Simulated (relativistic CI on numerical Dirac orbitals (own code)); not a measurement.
# Hyperfine structure of Pb IV, mass number 207

Method of calculation: Dirac-Coulomb-Breit CI, separate exchange-only KLI orbitals for each configuration, model QED (radiative potential, 1s self-energy scaled to tabulated hydrogen-like ionisation energies), valence Slater integrals scaled by 0.85, P86 correlation energy added to each configuration (own radial code, finite nucleus).

Configurations in the expansion (outside the closed core [Xe] 4f14): 5d¹⁰6s, 5d¹⁰6p, 5d¹⁰6d, 5d⁹6s², 5d¹⁰6f, 5d¹⁰7s, 5d⁹6s6p, 5d⁹6s5f, 5d¹⁰7p, 5d¹⁰5f, 5d⁹6s5g, 5d¹⁰8s, 5d¹⁰7d. Double excitations out of closed p, d and f shells are left out; levels of such configurations are missing from the list, as are those of other unlisted configurations, and high levels can miss mixing partners.

Nuclear spin I = 1/2, μ = 0.5906 μN (tables of Stone and Pyykkö). The electronic factors are computed for point nuclear moments, without core polarisation; leaving it out makes A of s and p electrons in near-neutral atoms 20 to 40 % too small, and it can dominate for d and f shells.

```json
{"Level": "5d¹⁰6s ²S1/2", "E (cm⁻¹)": "0.0", "A (MHz)": "79460"}
{"Level": "5d¹⁰6p ²P°1/2", "E (cm⁻¹)": "73720.8", "A (MHz)": "18180"}
{"Level": "5d¹⁰6p ²P°3/2", "E (cm⁻¹)": "93721.0", "A (MHz)": "1693"}
{"Level": "5d⁹6s² ²D5/2", "E (cm⁻¹)": "110248.9", "A (MHz)": "1578"}
{"Level": "5d⁹6s² ²D3/2", "E (cm⁻¹)": "130705.1", "A (MHz)": "4215"}
{"Level": "5d⁹6s6p ⁴P°5/2", "E (cm⁻¹)": "167424.7", "A (MHz)": "12430"}
{"Level": "5d⁹6s6p ⁴F°7/2", "E (cm⁻¹)": "174350.9", "A (MHz)": "13390"}
{"Level": "5d¹⁰7s ²S1/2", "E (cm⁻¹)": "178285.5", "A (MHz)": "21300"}
```

Levels with J = 0, under 50 % of one LS term, or S terms without an open s electron are left out. Small factors come from cancelling terms and can be off by tens of per cent or more.

Correlation outside the listed configurations is missing or only estimated: errors of thousands of cm⁻¹ between configurations and terms are usual at this charge. Rates and lifetimes follow the computed energies and can be off by large factors. The fine structure of a lone outer electron comes out too small, for d and f at times inverted, and misplaced configurations move strength between like terms. 10 of the 10 excited levels that our extract of the measured tables holds in this range could be paired (the sources list more); they are missed by 6519 cm⁻¹ on average and 8997 at most, and levels without a partner can miss by more.

Task: Give the hyperfine levels of 5d¹⁰6s ²S1/2 relative to its centre of gravity.

Result: With K = F(F + 1) − I(I + 1) − J(J + 1), E = AK/2: F = 0: -59600, F = 1: 19870 MHz.

LS names give the leading component of a level, which can be under half, so a name can repeat, a term be missing and a line seem to break the LS rules.
